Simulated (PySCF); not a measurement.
CI2, SMILES I[C]I (connectivity only; charge and spin as stated), neutral, multiplicity 1. Atoms are numbered in the order given.

```xyz
3

C      0.0000     0.0000    -1.1083
I      0.0000     1.7512     0.0627
I      0.0000    -1.7512     0.0627
```

Geometry: B3LYP-D3(BJ)/def2-TZVP. The def2 effective core potentials stand for the cores of I; spin–orbit coupling is left out.

These are PySCF with CAM-B3LYP/def2-TZVPD values and carry that method's errors.

The molecule is in vacuum.

Computed frontier levels, gap, dipole moment and polarisability:
```yaml
highest_occupied_level: -8.15 eV
lowest_empty_level: -2.60 eV
orbital_gap: 5.55 eV
dipole_moment: 0.260 e·Å
quadrupole, principal values (traceless, Buckingham form, about the centre of nuclear charge): -5.81, 0.17, 5.64 D·Å
mean_static_polarisability: 89.4 bohr³ (13.25 Å³)
polarisability_principal_values: 60.8, 72.3, 135.1 bohr³
```
